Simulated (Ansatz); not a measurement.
# C4H4Se (selenophene): the vertical ionisation energy from total energies

C4H4Se: 9 atoms, total charge 0, spin state singlet. SMILES: `c1cc[se]c1`. The coordinates come from a PBE0-D4/def2-TZVP relaxation.

```jsonl
{"atom": "C", "x (Å)": "0.1619", "y (Å)": "0.9663", "z (Å)": "0.1202"}
{"atom": "C", "x (Å)": "0.9643", "y (Å)": "-0.1892", "z (Å)": "-0.0942"}
{"atom": "C", "x (Å)": "0.2709", "y (Å)": "-1.3510", "z (Å)": "-0.2034"}
{"atom": "Se", "x (Å)": "-1.5507", "y (Å)": "-1.0702", "z (Å)": "-0.0358"}
{"atom": "C", "x (Å)": "-1.1730", "y (Å)": "0.7284", "z (Å)": "0.1826"}
{"atom": "H", "x (Å)": "0.5805", "y (Å)": "1.9597", "z (Å)": "0.2259"}
{"atom": "H", "x (Å)": "2.0443", "y (Å)": "-0.1483", "z (Å)": "-0.1653"}
{"atom": "H", "x (Å)": "0.6661", "y (Å)": "-2.3419", "z (Å)": "-0.3665"}
{"atom": "H", "x (Å)": "-1.9643", "y (Å)": "1.4461", "z (Å)": "0.3365"}
```

Both states at this one shape; open shells run unrestricted unless said. 1 Eh = 27.2114 eV.

| level | program | singlet C4H4Se (Eh) | doublet C4H4Se+ (Eh) | HOMO of the first (eV) |
| --- | --- | --- | --- | --- |
| PBE/def2-SVP | Ansatz | -2555.395974 | -2555.070840 | -5.75 |
| revPBE/def2-SVP | Ansatz | -2555.719849 | -2555.397344 | -5.70 |
| B2PLYP/def2-SVP, 13 core orbitals frozen | Ansatz | -2555.389471 | -2555.064613 | -7.59 |

Problem. Work out the vertical ionisation energy at each level.

Solution. 
1. PBE/def2-SVP: -2555.070840 − (-2555.395974) = 0.325134 Eh = 8.85 eV; −ε(HOMO) = 5.75 eV.
2. revPBE/def2-SVP: -2555.397344 − (-2555.719849) = 0.322505 Eh = 8.78 eV; −ε(HOMO) = 5.70 eV.
3. B2PLYP/def2-SVP: -2555.064613 − (-2555.389471) = 0.324858 Eh = 8.84 eV; −ε(HOMO) = 7.59 eV.

No measured value is set beside it here; the levels span 8.78 to 8.85 eV. In semi-local functionals −ε(HOMO) lies far under the ionisation energy, a result of self-interaction. Spin-orbit coupling is left out. All-electron rows are non-relativistic unless named.
